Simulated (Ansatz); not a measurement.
Start from `[CH3][GeH2][O]C=O` and change one atom or group to get `[CH3][GeH2][O]C=S`.

Ansatz, PBE0-D4/def2-TZVP geometries, multiplicity 1. Each molecule was computed in one conformer, which needn't be the lowest.

Scalar relativity is left out up to krypton.

```tsv
property	`[CH3][GeH2][O]C=O`
HOMO–LUMO gap (PBE/def2-TZVPP) / eV	5.47
size of the dipole moment (PBE/def2-TZVPP) / D	1.84
HOMO–LUMO gap (B3LYP/def2-TZVPP) / eV	7.72
HOMO energy (ωB97M-V/def2-TZVPP) / eV	-10.63
HOMO energy (PBE0/def2-TZVPP) / eV	-8.19
HOMO–LUMO gap (PBE0/def2-TZVPP) / eV	8.28
```

Question: Give the same properties after the change, and the shifts. (Best estimate.)

Answer: Computed: 
| property | `[CH3][GeH2][O]C=S` | shift |
| --- | --- | --- |
| HOMO–LUMO gap (PBE/def2-TZVPP) / eV | 2.96 | -2.51 |
| size of the dipole moment (PBE/def2-TZVPP) / D | 5.09 | 3.25 |
| HOMO–LUMO gap (B3LYP/def2-TZVPP) / eV | 4.63 | -3.09 |
| HOMO energy (ωB97M-V/def2-TZVPP) / eV | -8.49 | 2.14 |
| HOMO energy (PBE0/def2-TZVPP) / eV | -6.30 | 1.89 |
| HOMO–LUMO gap (PBE0/def2-TZVPP) / eV | 5.09 | -3.19 |

With PBE0 the HOMO rises by 1.89 eV and the LUMO falls by 1.30 eV, so the gap narrows by about 3.19 eV. PBE moves the HOMO by 1.42 eV and ωB97M-V by 2.14 eV. Dipoles are sizes alone; their direction can turn.

B3LYP here is the variant with VWN-RPA as its local correlation; programs differ in this.
